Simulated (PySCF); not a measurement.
PySCF input (M06-2X/6-31G* (5d)):

```python
from pyscf import gto, dft

mol = gto.M(
    atom='''
    C     2.29263600   -0.79574900    0.15765200
    C     0.99140400   -0.94871500   -0.63956200
    Si   -0.41401400    0.14181200   -0.03652300
    N     0.14337200    1.76561300   -0.21832000
    N    -1.81720400   -0.41987100   -0.86941200
    N    -0.86237900    0.06588100    1.62050400
    H     3.07891100   -1.45560600   -0.21619800
    H     2.13482300   -1.03648000    1.21139700
    H     2.66668900    0.22857600    0.11448100
    H     1.17772100   -0.73568100   -1.69927800
    H     0.64999000   -1.98775300   -0.60235300
    H    -0.41656400    2.53677700    0.11053300
    H     0.69012400    2.03277300   -1.02146000
    H    -1.74355400   -0.77630700   -1.80898400
    H    -2.71249500    0.01883200   -0.71884400
    H    -1.39211500   -0.71391700    1.97329300
    H    -0.28809200    0.48884100    2.33079200
    ''',
    basis='6-31g*',
    charge=0,
    spin=0,
    verbose=4,
)

mf = dft.RKS(mol, xc='m062x')
mf.grids.level = 4
mf.conv_tol = 1e-9
mf.max_cycle = 100
mf.max_memory = 1500
mf.kernel()
if not mf.converged:
    mf = mf.newton()
    mf.kernel(mf.make_rdm1())
mf.dip_moment()
```

From the output:

```
[INPUT] 12 H     -0.416564000000   2.536777000000   0.110533000000 AA   -0.787191873353   4.793813769096   0.208877097727 Bohr   0.0
[INPUT] 13 H      0.690124000000   2.032773000000  -1.021460000000 AA    1.304145351989   3.841384243410  -1.930279647198 Bohr   0.0
[INPUT] 14 H     -1.743554000000  -0.776307000000  -1.808984000000 AA   -3.294839543390  -1.467007618583  -3.418484323720 Bohr   0.0
[INPUT] 15 H     -2.712495000000   0.018832000000  -0.718844000000 AA   -5.125872664252   0.035587322378  -1.358418286287 Bohr   0.0
[INPUT] 16 H     -1.392115000000  -0.713917000000   1.973293000000 AA   -2.630716083899  -1.349107605671   3.728983333521 Bohr   0.0
[INPUT] 17 H     -0.288092000000   0.488841000000   2.330792000000 AA   -0.544414978678   0.923775608459   4.404558533327 Bohr   0.0

nuclear repulsion = 333.060167935081
number of shells = 60
number of NR pGTOs = 230
number of NR cGTOs = 110
basis = 6-31g*
ecp = {}

******** <class 'pyscf.dft.rks.RKS'> ********
method = RKS
initial guess = minao
damping factor = 0
level_shift factor = 0
DIIS = <class 'pyscf.scf.diis.CDIIS'>
diis_start_cycle = 1
diis_space = 8
diis_damp = 0
SCF conv_tol = 1e-09
SCF conv_tol_grad = None
SCF max_cycles = 100
direct_scf = True
direct_scf_tol = 1e-13
XC library pyscf.dft.libxc version 7.1.2
    S. Lehtola, C. Steigemann, M. J. T. Oliveira, and M. A. L. Marques,  SoftwareX 7, 1–5 (2018)
XC functionals = m062x
    Y. Zhao and D. G. Truhlar,  Theor. Chem. Acc. 120, 215 (2008)
    Y. Zhao and D. G. Truhlar,  Theor. Chem. Acc. 120, 215 (2008)
radial grids:
    Treutler-Ahlrichs [JCP 102, 346 (1995); DOI:10.1063/1.469408] (M4) radial grids

becke partition: Becke, JCP 88, 2547 (1988); DOI:10.1063/1.454033
pruning grids: <function nwchem_prune>
grids dens level: 4
symmetrized grids: False
atomic radii adjust function: <function treutler_atomic_radii_adjust>
small_rho_cutoff = 0
Set gradient conv threshold to 3.16228e-05
Initial guess from minao.
tot grids = 342552
init E= -537.095713985664
  HOMO = -0.305702118184407  LUMO = 0.0227106723555059  gap/eV = 8.93657
cycle= 1 E= -536.434635587207  delta_E= 0.661  |g|= 0.57  |ddm|= 3.46
  HOMO = -0.21256958241244  LUMO = 0.130290322324456  gap/eV = 9.32969
cycle= 2 E= -536.453882577557  delta_E= -0.0192  |g|= 0.515  |ddm|= 0.858
  HOMO = -0.288285011050619  LUMO = 0.106015500866971  gap/eV = 10.72946
cycle= 3 E= -536.51158450922  delta_E= -0.0577  |g|= 0.0404  |ddm|= 0.426
  HOMO = -0.284417098792515  LUMO = 0.107900184902221  gap/eV = 10.67550
cycle= 4 E= -536.511902625148  delta_E= -0.000318  |g|= 0.0184  |ddm|= 0.053
  HOMO = -0.284293111003466  LUMO = 0.108467552680998  gap/eV = 10.68756
cycle= 5 E= -536.511985980424  delta_E= -8.34e-05  |g|= 0.00359  |ddm|= 0.018
  HOMO = -0.284338997826172  LUMO = 0.108408607157638  gap/eV = 10.68721
cycle= 6 E= -536.511989400494  delta_E= -3.42e-06  |g|= 0.000837  |ddm|= 0.00438
  HOMO = -0.284346944883092  LUMO = 0.108367809108691  gap/eV = 10.68631
cycle= 7 E= -536.511989577763  delta_E= -1.77e-07  |g|= 0.00029  |ddm|= 0.0013
  HOMO = -0.284363918006666  LUMO = 0.108373076757316  gap/eV = 10.68692
cycle= 8 E= -536.511989597135  delta_E= -1.94e-08  |g|= 8.05e-05  |ddm|= 0.000319
  HOMO = -0.284350959745679  LUMO = 0.108375074593186  gap/eV = 10.68662
cycle= 9 E= -536.511989598698  delta_E= -1.56e-09  |g|= 1.74e-05  |ddm|= 9.35e-05
  HOMO = -0.284352416854386  LUMO = 0.108374827352012  gap/eV = 10.68665
cycle= 10 E= -536.511989598815  delta_E= -1.17e-10  |g|= 3.51e-06  |ddm|= 3.94e-05
  HOMO = -0.284352331261781  LUMO = 0.108374807429271  gap/eV = 10.68665
Extra cycle  E= -536.511989598818  delta_E= -2.96e-12  |g|= 2.58e-06  |ddm|= 7.06e-06
converged SCF energy = -536.511989598818
Dipole moment(X, Y, Z, Debye): -0.58455,  0.60973, -0.61533
```

The geometry given is a B3LYP-D3(BJ)/def2-TZVP minimum.
